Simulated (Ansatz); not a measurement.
Born–Oppenheimer molecular dynamics of BrClGe (3 atoms, charge 0, multiplicity 1). It starts from a relaxed structure.

All numbers below come from Ansatz, RKS B3LYP/def2-SVP.

```
ensemble                      : NVE (velocity Verlet)
time step                     : 2 fs
steps asked                   : 300
starting velocities drawn for : 1000 K
seed                          : 215851
```

First frame:

```xyz
3
Properties=species:S:1:pos:R:3
Cl 0.417 1.690 0.403
Ge -0.850 0.093 -0.452
Br 0.423 -1.848 0.036
```

Task: What does the run give?

Result: All steps were run.

```yaml
steps_done: 300
time_covered: 600 fs
mean_temperature_over_the_second_half: 487 K
spread_of_the_potential_energy_over_the_second_half: 9.7 meV per atom
mean_potential_energy_of_the_second_half_above_the_start: 22.2 meV per atom
```

The conserved energy stayed within 0.19 meV per atom of its start (net change 0.076 meV per atom), so the integration is sound. The temperature averaged 0.49 of the 1000 K drawn at the start: a run that starts near a minimum puts about half its kinetic energy into the potential. A run of 0.6 ps of so small a system gives no equilibrium averages.

Task: What happens to the structure?

Result: The same pairs are bonded in the first frame and the last. Pairs count as bonded within 1.25 times the sum of covalent radii (0.12 Å more for H–H). Another seed would give other details.

Task: How do temperature and energy run in time?

Result: 
| time (fs) | T (K) | potential energy less start (eV) | conserved less start (meV/atom) |
| --- | --- | --- | --- |
| 0.0 | 1000 | 0.000 | 0.00 |
| 30.0 | 541 | 0.060 | 0.06 |
| 60.0 | 147 | 0.111 | 0.14 |
| 90.0 | 651 | 0.045 | 0.03 |
| 120.0 | 909 | 0.012 | 0.01 |
| 150.0 | 176 | 0.107 | 0.15 |
| 180.0 | 624 | 0.049 | 0.04 |
| 210.0 | 559 | 0.057 | 0.04 |
| 240.0 | 339 | 0.086 | 0.13 |
| 270.0 | 560 | 0.057 | 0.08 |
| 300.0 | 907 | 0.012 | 0.02 |
| 330.0 | 95 | 0.117 | 0.15 |
| 360.0 | 459 | 0.070 | 0.10 |
| 390.0 | 723 | 0.036 | 0.05 |
| 420.0 | 627 | 0.049 | 0.10 |
| 450.0 | 118 | 0.114 | 0.16 |
| 480.0 | 657 | 0.044 | 0.05 |
| 510.0 | 349 | 0.084 | 0.12 |
| 540.0 | 491 | 0.066 | 0.15 |
| 570.0 | 542 | 0.059 | 0.10 |
| 600.0 | 577 | 0.055 | 0.08 |

Run time: 8.4 min on 1 thread of Intel(R) Xeon(R) Platinum 8488C (Sapphire Rapids), on a shared host, peak memory 0.21 GiB.
